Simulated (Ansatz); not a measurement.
Process, species as SMILES: [CH2][GeH]([CH3])[CH3] -> [CH2-][GeH]([CH3])[CH3] (an electron is taken up)
Each molecule is optimised on its own at B3LYP-D3(BJ)/def2-TZVP (Ansatz, a program for electronic structure), one conformer each, not searched for the lowest.

Quantity: adiabatic electron affinity (electronic energy difference), positive where the reaction releases energy, in eV. Cores are frozen in the correlated levels unless marked. UHF or UKS for open shells. Spin-orbit coupling is left out. The frozen core is the preceding noble-gas configuration, with the filled d and f shells of earlier blocks. Non-relativistic. Anions need diffuse functions: aug- sets have them; def2-D sets add few; the other sets have none. Basis-set limits of correlation are two-point, X^-3; Hartree-Fock from the larger set. The bracket is a focal-point correction in the basis named.

RI-MP2/CBS(aug-cc-pVTZ,aug-cc-pVQZ)+[CCSD(T)-MP2]/aug-cc-pVTZ (Ansatz) gives 0.86 eV.

**Question.** Another calculation gave 0.56 eV. Which level was it?
A. SVWN5/def2-TZVPD (Ansatz)
B. r2SCAN/def2-TZVPD (Ansatz)
C. BHLYP/def2-TZVPD (Ansatz)
D. revPBE/def2-TZVPD (Ansatz)

**Answer.** B, r2SCAN/def2-TZVPD (Ansatz). The others give 1.07 (SVWN5), 0.72 (revPBE), 0.38 (BHLYP) eV.
